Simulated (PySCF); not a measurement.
C₂H₆AlFO₂, SMILES CC[O][Al]([OH])[F].

The structure is a stationary point at PBE0-D3(BJ)/def2-SVP. The structure was generated by enumeration; whether it is a known compound was not checked. Other conformers were not sampled.

Computed with PBE0-D3(BJ)/def2-SVP in PySCF.

Frequencies are harmonic and unscaled.

Problem. Estimate the vibrational spectrum. (An estimate is asked for; the answer gives what the named calculation found.)

Solution. 
```
mode  ν (cm⁻¹)  IR (km/mol)   moving atoms (share of kinetic energy)
----  --------  -----------  ---------------------------------------
1           35          0.0           C 32 %, H 27 %, O 22 %, F 19 %
2           73          1.5            O 37 %, C 32 %, H 20 %, F 8 %
3           88          3.8                   O 36 %, H 34 %, C 19 %
4          228         40.3   F 49 %, O 20 %, Al 13 %, C 10 %, H 8 %
5          241         10.5          O 39 %, H 24 %, Al 17 %, F 13 %
6          278         28.5                          Al 47 %, H 36 %
7          307         27.5                  H 53 %, O 21 %, Al 18 %
8          346        169.2                           H 83 %, O 13 %
9          456         15.9                   O 42 %, C 29 %, H 28 %
10         581        153.8                           H 75 %, O 22 %
11         631         11.0            O 47 %, F 22 %, C 16 %, H 9 %
12         809          1.1                                   H 92 %
13         874         71.6  Al 32 %, H 19 %, F 17 %, O 16 %, C 16 %
14         957        128.5                  Al 48 %, F 24 %, O 21 %
15         967         63.4          H 38 %, C 28 %, Al 19 %, O 15 %
16        1114          7.8                           C 55 %, H 42 %
17        1177          5.0                           H 59 %, C 38 %
18        1259        343.6                    O 50 %, C 37 %, H 9 %
19        1311         19.5                                   H 89 %
20        1375          1.7                           H 80 %, C 19 %
21        1417         31.7                           H 71 %, C 27 %
22        1457          7.2                                   H 97 %
23        1475          0.6                                   H 95 %
24        1506          0.8                                   H 92 %
25        3024         71.3                                   H 94 %
26        3048         10.1                                   H 97 %
27        3076         35.0                           H 90 %, C 10 %
28        3147         19.5                           H 90 %, C 10 %
29        3153         19.6                            H 91 %, C 9 %
30        3988        114.2                                   H 94 %
```
